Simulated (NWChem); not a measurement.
System: C₂H₆STe; SMILES CS[Te]C

NWChem input:

```
start job
memory heap 200 mb stack 900 mb global 1100 mb
geometry units angstroms
  Te    -0.293367    -0.091899     0.577572
  C     -1.579288     1.405525    -0.332748
  H     -2.396245     1.593951     0.350660
  H     -1.971363     1.048037    -1.277266
  H     -1.015069     2.315978    -0.489557
  S      1.471696     0.157922    -1.002478
  C      0.988947    -0.969913    -2.349570
  H      0.915479    -1.984965    -1.973277
  H      1.775805    -0.905663    -3.093735
  H      0.046481    -0.648109    -2.780474
end
basis spherical
  * library def2-svp
end
ecp
  Te library def2-ecp
end
dft
  xc xpbe96 cpbe96
  disp vdw 4
  iterations 150
end
driver
  maxiter 120
end
task dft optimize
```

Not confirmed as a minimum by frequencies. def2 effective core potentials on Te; no spin-orbit coupling.

The level has its own optimisation. Brackets give each atom's bonded neighbours.

Give the results of this calculation. (PBE-D3(BJ)/def2-SVP with def2 effective core potentials on Te.) Quantities: r C–Te (Å); r S–Te (Å); r C–S (Å); r C–H [C(HHHS)–H(C)] (Å); dipole (D).


```
Quantity                  Value
------------------------  -----
r C–Te (Å)                2.184
r S–Te (Å)                2.423
r C–S (Å)                 1.833
r C–H [C(HHHS)–H(C)] (Å)  1.108
dipole (D)                 1.76
```
